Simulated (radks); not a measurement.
Rb V, configuration [Ar] 3d10 4s2 4p3.

Calculated with a radial shooting solver on a logarithmic mesh with Libxc functionals: scalar-relativistic Kohn-Sham, BLYP, spin-polarised, spherical densities, finite nucleus; open shells are filled with parallel spins first (spin-orbit coupling, left out, can overturn this in heavy ions); Fermi nuclear charge, rms radius 4.2036 fm.

Energy parts (hartree):
total: -2977.13713
kinetic: 3049.34258
electron-nucleus: -7112.10289
Hartree: 1185.29764
exchange-correlation: -99.67446

Orbitals (lengths in bohr, moments of r in powers of bohr):
orbital  occ.  eigenvalue (hartree)       <r^4>
1s up       1             -554.5731  0.00001234
1s down     1             -554.5602  0.00001234
2s up       1             -75.75954    0.002399
2s down     1             -75.75208    0.002399
2p up       3             -67.39866    0.001730
2p down     3             -67.38642    0.001730
3s up       1             -12.86206      0.1410
3s down     1             -12.84580      0.1404
3p up       3             -10.17951      0.1647
3p down     3             -10.16130      0.1634
3d up       5              -5.73852      0.2320
3d down     5              -5.71743      0.2258
4s up       1              -2.93156       6.426
4s down     1              -2.80466       6.597
4p up       3              -2.26991       10.16
4p down     0              -2.14522       10.91

The highest occupied level is 4p up at -61.767 eV. Summed over all electrons, <r^2> = 18.02 bohr^2, which gives a Langevin (diamagnetic) susceptibility term of -14.3 x 10^-6 cm^3/mol. Spin moment in Bohr magnetons: 3. For comparison, the ionisation energy in NIST's Atomic Spectra Database is 68.4 eV (theoretical). In exact Kohn-Sham theory the highest level is minus the ionisation energy, but local and semilocal functionals leave it too shallow, through self-interaction and a potential that decays too fast; potentials with the right tail come closer. The electron density at the nucleus is 5.584e+04 e/bohr^3 (large components only). The spin density at the nucleus is -1.2018 e/bohr^3 (1s -0.7008, 2s 0.1952, 3s 0.2024, 4s -0.8985). The density falls to 0.001 e/bohr^3 at r = 3.02 bohr.
